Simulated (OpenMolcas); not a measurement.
**Cu⁶⁺: CASPT2 settings compared**

```json
{
  "Program": "OpenMolcas 26.06",
  "Basis": "ANO-R3 [7s5p5d3f2g1h]",
  "Scalar Hamiltonian": "X2C, finite nucleus",
  "Active space": "5 electrons in 5 orbitals (3d)",
  "State averaging": "2S+1 = 6 even, 1 root; 2S+1 = 4 even, 17 roots kept (CI in the orbitals of an earlier block); 2S+1 = 2 even, 13 roots kept (CI in the orbitals of an earlier block)",
  "Spin-orbit coupling": "RASSI with atomic mean-field integrals over the reference wave functions, term energies averaged over their components"
}
```

Methods on the same reference wave functions:
A. CASSCF
B. SS-CASPT2, IPEA 0 Eh, no level shift (closed shells correlated: 3s 3p)
C. XMS-CASPT2, IPEA 0.1 Eh, imaginary shift 0.25 Eh (closed shells correlated: none)
D. XMS-CASPT2, IPEA 0.4 Eh, sigma1 regulariser 0.25 Eh (closed shells correlated: 3s 3p)

Energies in eV above 3d⁵ ⁶S_5/2, the measured ground level; measured values from the list in Gamrath, thesis, University of Mons (2023).

```json
{"Level": "3d⁵ ⁶S_5/2", "A": "0.0000", "B": "0.0000", "C": "0.0000", "D": "0.0000", "Measured": "0.0000"}
{"Level": "3d⁵ ⁴G_11/2", "A": "6.4572", "B": "5.938", "C": "6.155", "D": "5.936", "Measured": "5.7582"}
{"Level": "3d⁵ ⁴G_5/2", "A": "6.4572", "B": "5.938", "C": "6.155", "D": "5.936", "Measured": "5.7672"}
{"Level": "3d⁵ ⁴G_7/2", "A": "6.4572", "B": "5.938", "C": "6.155", "D": "5.936", "Measured": "5.7750"}
{"Level": "3d⁵ ⁴G_9/2", "A": "6.4572", "B": "5.938", "C": "6.155", "D": "5.936", "Measured": "5.7746"}
{"Level": "3d⁵ ⁴P_5/2", "A": "7.4065", "B": "6.503", "C": "6.769", "D": "6.494", "Measured": "6.2899"}
{"Level": "3d⁵ ⁴P_3/2", "A": "7.4120", "B": "6.507", "C": "6.771", "D": "6.497", "Measured": "6.3315"}
{"Level": "3d⁵ ⁴P_1/2", "A": "7.4563", "B": "6.552", "C": "6.810", "D": "6.540", "Measured": "6.3736"}
{"Level": "3d⁵ ⁴D_7/2", "A": "8.0128", "B": "7.089", "C": "7.468", "D": "7.117", "Measured": "6.9112"}
{"Level": "3d⁵ ⁴D_1/2", "A": "8.0354", "B": "7.112", "C": "7.487", "D": "7.139", "Measured": "6.9691"}
{"Level": "3d⁵ ⁴D_3/2", "A": "8.0796", "B": "7.158", "C": "7.525", "D": "7.182", "Measured": "6.9962"}
{"Level": "3d⁵ ⁴D_5/2", "A": "8.0996", "B": "7.179", "C": "7.543", "D": "7.201", "Measured": "6.9961"}
```

Deviations, from unrounded energies. A percentage is the sum of absolute deviations over the sum of measured energies, with the sign that they share, or ± where signs differ.

| Against measurement | Levels | A | B | C | D |
| --- | --- | --- | --- | --- | --- |
| mean absolute deviation (cm-1) | 11 | 7600 | 1400 | 3700 | 1400 |
| other terms of the ground configuration (%) | 11 | +14.9 | +2.7 | +7.2 | +2.8 |

B, D lie about equally close to measurement and A furthest from it. The largest miss of B in the table is 3d⁵ ⁴P_5/2, by +1700 cm-1. The ranking rests on the paired levels alone, and a cruder setting can come out closer through cancelling errors.

Among B to D the level of the table that moves most is 3d⁵ ⁴D_7/2, by 3100 cm-1 (lowest in B, highest in C). Moves below CASPT2's spread within the term are not significant.

The two smallest mean deviations differ by little beside CASPT2's spread within terms, so their order carries little weight.

From A to B the spin-free energies of the other terms of 3d⁵ shown, above ⁶S, scale by factors of 0.88 to 0.92, as is usual when dynamic correlation screens the repulsion within a d or f shell.

The lowest spin-free term lies below A's lowest term by 0.478 hartree in B, 0.075 hartree in C, 0.468 hartree in D.

Term energies are means over components that CASPT2 splits; among the terms shown or strongly mixed into the levels shown the widest spread is 790 cm-1 (3d⁵ ⁴G, D). Terms from blocks run as CI alone lack orbitals of their own. Without dynamic correlation excited terms often stand tens of per cent too high (terms of higher spin than the ground term too low), and those without a measured partner can miss by more than the paired ones (holds for A). Computed and measured levels are paired by configuration, term and J; levels that our copy of the source lacks, or whose pairing is in doubt (as where it misses far off the trend of its configuration), stay unpaired and out of the deviations. Only configurations of the active space appear. The table leaves out levels that lie high or whose names do not pair safely across all columns.
